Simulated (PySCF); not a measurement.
Si(F)(H)(SH)2 (FH3S2Si), SMILES F[SiH](S)S. Geometry: r2SCAN-D4/def2-SVP. Other conformers were not sampled.

### Question
Give the equilibrium geometry at r2SCAN-D4/def2-SVP (PySCF confirms it by a frequency run) as bond lengths and angles. (The exact figures need the calculation; the answer reports its results.)

### Answer
This is not unique; one that fits is 
Atoms: Si1 F2 S3 S4 H5 H6 H7. Bond lengths (Å): Si1–F2 1.626, Si1–S3 2.125, Si1–S4 2.128, Si1–H5 1.484, S3–H6 1.353, S4–H7 1.354. Bond angles (°): F2–Si1–S3 113.3, F2–Si1–S4 108.0, F2–Si1–H5 105.1, S3–Si1–S4 104.3, S3–Si1–H5 110.5, S4–Si1–H5 115.8, Si1–S3–H6 93.6, Si1–S4–H7 93.1.
Charge 0, spin multiplicity 1.
